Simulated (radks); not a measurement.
Values are calculated unless marked as measured or tabulated.
Problem. Ionisation of Gd40+, [Ar] 3d6, to Gd41+, [Ar] 3d5, under several functionals. Scalar-relativistic Kohn-Sham, spin-polarised, spherical densities, point nucleus; open shells are filled with parallel spins first (spin-orbit coupling, left out, can overturn this in heavy ions); a radial shooting solver on a logarithmic mesh with Libxc functionals. Known Delta-SCF values: HCTH/407 3058.7 eV; LDA (Slater exchange, Perdew-Zunger correlation) 3053.0 eV. What does SOGGA give, and what is its highest occupied eigenvalue?

Solution. 3051.7 eV by Delta-SCF; the 3d eigenvalue is -2999.9 eV. NIST: 3050 eV (theoretical).
